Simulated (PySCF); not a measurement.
# A thermochemical cycle for CaCl

PBE0 in PySCF with x2c-SVPall on every atom, spin-free X2C, for the lowest determinant that a PBE0 search found; no spin–orbit coupling. CaCl, a doublet (σ ↑), has De = 4.36 eV to neutral atoms, and CaCl⁺, a singlet (closed shell), has De = 4.48 eV to Ca⁺ + Cl.

The adiabatic ionisation energy of CaCl, between the minima, is 5.96 eV.

Problem. Which ionisation energy of the Ca atom does this level give?

Solution. IE(Ca) = IE(molecule) + De(ion) − De(neutral) = 5.96 + 4.48 − 4.36 = 6.08 eV; the measured value is 6.113 eV (NIST ASD).

For an ion De counts to the pair picked by the measured ionisation energies or electron affinities, which need not be the lowest pair at this level. States were picked by a PBE0 search and need not be the measured ground states.
